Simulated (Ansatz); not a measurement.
F3Re, SMILES [F][Re]([F])[F] (connectivity only; charge and spin as stated), neutral, multiplicity 5.

Geometry: B3LYP-D3(BJ)/def2-TZVP. The multiplicity is an assumed one; other spin states were not compared. The def2 effective core potentials stand for the cores of Re; spin–orbit coupling is left out.

Two levels are set side by side: PBE/def2-SVPD (Ansatz, a quantum-chemistry and plane-wave program) and ωB97X-V/def2-SVPD (Ansatz). Energy differences of separate SCF runs at the same geometry; the states with an electron removed or added have multiplicity 4 and 4. Differences are taken from unrounded values.

```tsv
quantity	ωB97X-V	PBE	PBE minus ωB97X-V
vertical ionisation energy (eV)	9.99	9.54	-0.45
vertical electron affinity (eV)	2.12	1.99	-0.13
```
